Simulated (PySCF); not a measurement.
PySCF 2.14 output of an unrestricted BP86 calculation on a single atom or ion in Sapporo-DKH3-DZP-2012 (6s5p3d1f, 43 functions), with the spin-free X2C one-electron Hamiltonian (Gaussian nucleus):

```
SCF conv_tol = 1e-09
number electrons alpha = 12  beta = 9
    A. D. Becke.,  Phys. Rev. A 38, 3098 (1988)
    J. P. Perdew.,  Phys. Rev. B 33, 8822 (1986)
cycle= 1 E= -948.485916120218  delta_E= -0.00637  |g|= 0.0136  |ddm|= 0.106
cycle= 2 E= -948.485922225017  delta_E= -6.1e-06  |g|= 0.00805  |ddm|= 0.00896
cycle= 3 E= -948.485934126497  delta_E= -1.19e-05  |g|= 0.00211  |ddm|= 0.00631
cycle= 4 E= -948.485935130132  delta_E= -1e-06  |g|= 3.69e-05  |ddm|= 0.00139
cycle= 5 E= -948.485935130575  delta_E= -4.43e-10  |g|= 6.77e-06  |ddm|= 4.13e-05
converged SCF energy = -948.485935130575  <S^2> = 3.7503123  2S+1 = 4.0001561
```

The run itself started from symmetry-adapted Hartree-Fock orbitals and held the occupation by maximum overlap, on a logarithmic radial grid, so the iterations belong to that start.

**Question.** Which element, charge and spin multiplicity is this?

**Answer.** V(2+) (vanadium, charge +2), multiplicity 4; the state was [Ar] 3d3, high-spin 4F determinant.
